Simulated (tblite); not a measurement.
C₃H₄F₄S₂Si.
Numbering: `[F:1][Si@@H:2]1[S:3][CH2:4][C@H:5]([C:6]([F:7])([F:8])[F:9])[S:10]1` (hydrogens: H11 on Si2; H12, H13 on C4; H14 on C5)

Computed with GFN2-xTB (tblite), gas phase: L-BFGS steps from a force-field or distance-geometry start until the largest atomic force falls under 0.01 eV/Å.

Step 9: E = -972.2801 eV
```
atom  x, y, z in Å  |  force x, y, z in eV/Å
F1      2.4182    1.8063   -0.3434   -0.022   0.131  -0.136
Si2     2.0250    0.2618   -0.3045    0.117  -0.056  -0.008
S3      0.6571   -0.4219   -1.7957    0.087   0.005   0.034
C4     -0.3943   -1.2587   -0.5536   -0.077   0.130  -0.093
C5     -0.6218   -0.3750    0.6659    0.091  -0.214   0.050
C6     -1.2741    0.9766    0.3518    0.034  -0.380   0.005
F7     -0.5007    1.8016   -0.3588   -0.180   0.115   0.184
F8     -1.6319    1.6195    1.4665    0.071   0.027  -0.038
F9     -2.3977    0.7814   -0.3525   -0.109   0.088  -0.113
S10     0.9674   -0.1288    1.5234    0.045   0.121  -0.042
H11     3.2408   -0.4871   -0.3799    0.247  -0.101   0.078
H12    -1.3320   -1.5119   -1.0415   -0.101   0.032  -0.067
H13     0.1255   -2.1769   -0.2719   -0.161   0.069   0.123
H14    -1.2822   -0.8873    1.3718   -0.043   0.035   0.024
```

Step 10: E = -972.2960 eV
```
atom  x, y, z in Å  |  force x, y, z in eV/Å
F1      2.4089    1.8079   -0.3553    0.013   0.060  -0.143
Si2     2.0447    0.2550   -0.3067    0.032  -0.034  -0.034
S3      0.6621   -0.4272   -1.7898    0.155  -0.006   0.011
C4     -0.4005   -1.2569   -0.5524    0.006   0.085  -0.206
C5     -0.6220   -0.3702    0.6583    0.143  -0.267   0.105
C6     -1.2764    0.9739    0.3517   -0.024  -0.275   0.003
F7     -0.5065    1.8079   -0.3519   -0.197   0.113   0.191
F8     -1.6400    1.5981    1.4745    0.092   0.125   0.006
F9     -2.4022    0.7842   -0.3483   -0.143   0.066  -0.192
S10     0.9651   -0.1143    1.5125    0.131   0.088   0.035
H11     3.2650   -0.4938   -0.3696    0.168  -0.044   0.075
H12    -1.3343   -1.5027   -1.0514   -0.115   0.034  -0.043
H13     0.1075   -2.1787   -0.2617   -0.138   0.058   0.088
H14    -1.2721   -0.8837    1.3679   -0.122  -0.003   0.103
```

Step 11: E = -972.3121 eV
```
atom  x, y, z in Å  |  force x, y, z in eV/Å
F1      2.3983    1.8079   -0.3710    0.049  -0.023  -0.151
Si2     2.0658    0.2460   -0.3104   -0.004   0.002  -0.040
S3      0.6728   -0.4371   -1.7860    0.193  -0.014  -0.012
C4     -0.4055   -1.2547   -0.5552    0.069   0.008  -0.236
C5     -0.6185   -0.3687    0.6510    0.099  -0.201   0.120
C6     -1.2808    0.9676    0.3525   -0.098  -0.063   0.009
F7     -0.5196    1.8198   -0.3383   -0.155   0.066   0.150
F8     -1.6486    1.5762    1.4835    0.086   0.150   0.053
F9     -2.4095    0.7898   -0.3467   -0.116  -0.003  -0.208
S10     0.9660   -0.0965    1.5021    0.183   0.037   0.083
H11     3.2939   -0.5003   -0.3563    0.060   0.027   0.069
H12    -1.3375   -1.4907   -1.0632   -0.105   0.046  -0.017
H13     0.0846   -2.1812   -0.2494   -0.100   0.033   0.018
H14    -1.2622   -0.8787    1.3653   -0.163  -0.066   0.163
```

Q: Estimate the geometry and energy of step 12. (The exact step hangs on the optimiser's Hessian estimate; all steps are aligned on step 11, rigid shifts and turns removed.)

A: E = -972.3248 eV, largest force 0.238 eV/Å
```
atom  x, y, z in Å  |  force x, y, z in eV/Å
F1      2.3899    1.8046   -0.3871    0.080  -0.063  -0.161
Si2     2.0819    0.2370   -0.3148    0.010   0.029  -0.016
S3      0.6879   -0.4501   -1.7861    0.179  -0.025  -0.021
C4     -0.4068   -1.2534   -0.5619    0.069  -0.035  -0.146
C5     -0.6126   -0.3701    0.6463   -0.015  -0.059   0.092
C6     -1.2874    0.9619    0.3545   -0.126   0.116   0.021
F7     -0.5368    1.8345   -0.3217   -0.073   0.002   0.075
F8     -1.6559    1.5601    1.4921    0.048   0.105   0.079
F9     -2.4178    0.7962   -0.3485   -0.041  -0.081  -0.150
S10     0.9713   -0.0804    1.4957    0.154  -0.018   0.073
H11     3.3187   -0.5035   -0.3432   -0.025   0.078   0.060
H12    -1.3406   -1.4784   -1.0739   -0.069   0.061  -0.001
H13     0.0630   -2.1846   -0.2392   -0.057   0.005  -0.063
H14    -1.2553   -0.8745    1.3657   -0.135  -0.115   0.158
```

The energy changes by -0.0126 eV. The first-order estimate −F·Δx gives -0.0183 eV and the mean of the old and new forces, exact on a quadratic surface, -0.0127 eV. The step makes an angle of 67° with the force vector and moves no atom by more than 0.028 Å.
